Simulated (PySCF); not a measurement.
## Spinor energies of Nb³⁺ (niobium, charge +3)

Start: [Kr] 4d2; 4d3/2 filled at m_j = +1/2, +3/2. Calculated with PySCF 2.14 in x2c-QZVPPall-2c: generalised Hartree-Fock with the X2C-1e Hamiltonian and a Gaussian nucleus; one run each with spin-orbit coupling (SO) switched off, then screened by Boettger's factors.

```
spinor shell  electrons  ε, spin-free (eV)  ε, screened SO (eV)  weight of nominal j (screened SO)  rms radius, screened SO (bohr)
       1s1/2          2           -19119.3             -19118.4                              1.000                          0.0415
       2s1/2          2            -2775.5              -2775.2                              1.000                           0.171
       2p1/2          2            -2475.3              -2541.4                              1.000                           0.149
       2p3/2          4            -2475.3              -2444.1                              1.000                           0.154
       3s1/2          2            -521.36              -521.24                              1.000                           0.471
       3p1/2          2            -420.42              -431.57                              1.000                           0.471
       3d3/2          4            -255.41              -257.38                              0.991                           0.471
       3d5/2          6            -255.41              -253.94                              0.994                           0.475
       4s1/2          2            -103.33              -103.28                              1.000                            1.23
       4p1/2          2            -73.471              -77.005                              0.780                            1.36
       4p3/2          4            -73.471              -71.688                              0.890                            1.37
       4d3/2          2            -37.318              -37.369                              0.808                            1.84
```

Question: Where does 3p3/2 lie, and what is the 3p spin-orbit splitting (screened SO)?

Answer: At -415.06 eV, 16.509 eV above 3p1/2.

| quantity | spin-free | screened SO |
| --- | --- | --- |
| E (hartree) | -3815.47639 | -3815.89003 |
| M_J | 2 | 2 |
| ⟨J²⟩ | 8.010 | 7.215 |
| ⟨L²⟩ | 12.009 | 11.909 |
| ⟨S²⟩ | 2.001 | 1.968 |

The determinant has a definite M_J but mixes levels of different J.

Each row is a mean over spinors that exchange with the open shell spreads, by up to 3.452 eV (4p1/2).

Rows whose weight is well below 1 are mixtures of j = l ± 1/2: exchange outweighs spin-orbit coupling there, and the label is only the starting occupation.

Breit and QED terms are absent; they matter most for the inner s and p1/2 levels.

Densities and radii are taken from the X2C orbitals without a picture-change correction, which distorts them close to the nucleus.

Without spin-orbit coupling the j labels of p, d and f shells carry no meaning; the spin-free column gives the mean over the occupied spinors of each nl shell, and its ⟨J²⟩ belongs to a mixture of degenerate components.
